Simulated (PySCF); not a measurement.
C₂H₃Cl₂FSi. Atoms are numbered in the order given.

```xyz
9

C     -2.7703    -0.2367     0.0000
C     -1.5795    -0.8469     0.0000
Si    -0.0194     0.1215     0.0000
F     -0.3862     1.6931     0.0000
Cl     1.1158    -0.2514     1.6588
Cl     1.1158    -0.2514    -1.6588
H     -2.8562     0.8548     0.0000
H     -3.7082    -0.8020     0.0000
H     -1.5270    -1.9419     0.0000
```
Charge 0, spin multiplicity 1.

The structure is a stationary point at PBE0-D3(BJ)/def2-SVP. One conformer was computed; it need not be the lowest.

Computed with PySCF with PBE/def2-TZVP.

Symmetry labels are those of the subgroup Cs that the program uses (full group Cs).

Q: List the valence orbital energies around the gap with their symmetry. (Estimate from the structure and the level; the computed values follow.)

A: 
```tsv
orbital	symmetry	energy (eV)
HOMO−7	A'	-10.12
HOMO−6	A"	-9.82
HOMO−5	A'	-9.06
HOMO−4	A'	-8.63
HOMO−3	A"	-8.33
HOMO−2	A'	-8.02
HOMO−1	A"	-7.99
HOMO	A"	-7.48
LUMO	A"	-2.23
LUMO+1	A'	-0.49
LUMO+2	A'	-0.31
LUMO+3	A'	0.94
```
